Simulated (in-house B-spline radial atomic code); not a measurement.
A calculation on Cd⁺: its settings, and results tabulated from the run. Level of theory: scalar-relativistic (X2C) r2SCAN0, spin-polarised, spherical fractional occupations, Fermi nucleus of rms radius 4.6087 fm; calculated with an all-electron radial atomic-structure program (B-spline basis).

Command:
```bash
python run_scf.py task.json out
```
Settings (nuclear radius in fm, mass in u):
```
Z                48
configuration    [Kr] 4d10 5s1
hamiltonian      x2c
method           r2scan0
spin_polarised   True
nucleus          fermi
rms_radius       4.6087
atomic_mass      113.90336
speed_of_light   137.035999084
```

Output (hartree, bohr):
```
 radial grid: 81 intervals, B-splines of order 8, outer radius 60 bohr

 iter        energy (Eh)    residual
    1       -5593.687436    1.05e-01
    2       -5593.697868    2.74e-03
    3       -5593.698086    1.16e-03
    4       -5593.698094    6.58e-04
    5       -5593.698098    1.27e-04
    6       -5593.698098    2.97e-05
    7       -5593.698098    1.46e-05
    8       -5593.698098    4.14e-06
    9       -5593.698098    5.45e-07
   10       -5593.698098    1.05e-07

 total energy                     -5593.69810
 kinetic                            5865.7384
 electron-nucleus                 -13558.6678
 Hartree                            2255.0473
 exact exchange                      -38.3072
 exchange-correlation               -117.5087

 orbital      occ     eigenvalue          <r>       <r^2>       <1/r>       r_max
 1s up      1.000      -978.1520    0.0298407  0.00121492     52.7646     0.01902
 1s down    1.000      -978.1504    0.0298408  0.00121493     52.7645     0.01902
 2s up      1.000      -146.7118     0.131081   0.0203281     11.9469      0.1111
 2s down    1.000      -146.7115     0.131082   0.0203285     11.9467      0.1111
 2p up      3.000      -131.6008     0.114628   0.0160628     11.1577     0.08874
 2p down    3.000      -131.6008     0.114628    0.016063     11.1577     0.08874
 3s up      1.000       -28.1266     0.357021    0.145921     4.16502      0.3234
 3s down    1.000       -28.1246     0.357032    0.145929     4.16481      0.3234
 3p up      3.000       -23.0999     0.356064    0.147277      3.8956      0.3168
 3p down    3.000       -23.0989     0.356059    0.147272     3.89565      0.3168
 3d up      5.000       -15.2222     0.334464    0.133044     3.64302      0.2663
 3d down    5.000       -15.2219     0.334447    0.133029     3.64316      0.2663
 4s up      1.000        -4.5093     0.883032    0.883211     1.57516      0.7972
 4s down    1.000        -4.5060     0.883346    0.883603     1.57401      0.7976
 4p up      3.000        -3.0088     0.964442     1.06572     1.40739      0.8472
 4p down    3.000        -3.0075     0.962905     1.06119     1.40867      0.8474
 4d up      5.000        -0.8474      1.27193     1.95558      1.0577      0.9819
 4d down    5.000        -0.8389      1.25436     1.89137     1.06842        0.98
 5s up      1.000        -0.5305      2.65598     8.00219    0.480184       2.268
```


One-electron X2C: radii and densities carry no picture-change correction, so inner-shell <1/r> comes out high (for 1s by about 2 % at Z = 33, 5 % at 54, 10 % at 75, 30 % at 118) and <r> low.
